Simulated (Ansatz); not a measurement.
Mg3Cl4⁺. Total charge 1; doublet. Geometry PBE0-D4/def2-SVP; atoms count from 1.

| atom | x (Å) | y (Å) | z (Å) |
| --- | --- | --- | --- |
| Mg1 | -0.205 | -0.001 | -1.450 |
| Mg2 | 1.149 | -3.980 | 0.125 |
| Mg3 | -1.065 | 3.981 | 0.432 |
| Cl4 | 0.566 | -1.766 | 0.221 |
| Cl5 | -1.701 | 6.054 | 0.392 |
| Cl6 | -0.417 | 1.785 | 0.359 |
| Cl7 | 1.674 | -6.073 | -0.078 |

Another isomer (doublet) lies 1.58 eV lower at PBE0-D4/def2-TZVP; other spin states weren't run for this one.

(1) Estimate the Mulliken populations from the PBE0/def2-TZVP orbitals of Ansatz.

(2) Where does the spin sit?

(3) And the Mayer bond orders between heavy atoms (over 0.3)?

## Answers

(1) 
| atom | charge (e) | spin (α − β) |
| --- | --- | --- |
| Mg1 | 0.65 | 0.95 |
| Mg2 | 0.98 | 0.01 |
| Mg3 | 0.98 | 0.01 |
| Cl4 | -0.45 | 0.01 |
| Cl5 | -0.36 | 0.00 |
| Cl6 | -0.45 | 0.01 |
| Cl7 | -0.36 | 0.00 |
Mulliken values depend strongly on the basis.

(2) Summed by element: Mg 0.97, Cl 0.03, of 1 unpaired in all. Largest on single atoms: Mg1 0.95, Mg2 0.01, Mg3 0.01.

(3) Mg1–Cl4 0.31 (2.55 Å); Mg1–Cl6 0.31 (2.55 Å); Mg2–Cl4 0.61 (2.29 Å); Mg2–Cl7 1.09 (2.17 Å); Mg3–Cl5 1.09 (2.17 Å); Mg3–Cl6 0.61 (2.29 Å).
